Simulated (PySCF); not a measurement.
C3, SMILES [C]=C=[C] (connectivity only; charge and spin as stated), neutral, multiplicity 1.

Coordinates come from a PBE-D3(BJ)/def2-TZVP optimisation. The isomer is the one that the SMILES or the coordinates give; other isomers of the formula were not compared.

Two levels are set side by side: TDA-PBE/def2-TZVPD (PySCF) and TDA-ωB97X/def2-TZVPD (PySCF). Vertical, same geometry. The lowest singlet is HOMO→LUMO+1 99 % with PBE and HOMO−1→LUMO+1 50 %, HOMO−2→LUMO 50 % with the other functional; states are paired by order. Differences are taken from unrounded values.

```tsv
quantity	TDA-ωB97X
lowest singlet excitation (eV)	3.59
lowest triplet excitation (TDA) (eV)	2.41
first bright state (f over 0.05) (eV)	9.08
its oscillator strength	1.48
```

What does TDA-PBE give, and how far is it from TDA-ωB97X? (An estimate is asked for; the answer gives what the named calculation found.)


```csv
quantity,TDA-PBE,TDA-PBE minus TDA-ωB97X
lowest singlet excitation (eV),2.98,-0.61
lowest triplet excitation (TDA) (eV),1.76,-0.65
first bright state (f over 0.05) (eV),7.97,-1.11
its oscillator strength,0.08,-1.41
```

A lower first singlet is the usual sign of a functional without exact exchange. Differences between two approximate levels are no errors against the true value.

Rough cost on one machine, each run with all the roots and properties that it gave: TDA-ωB97X against TDA-PBE about 2 times.
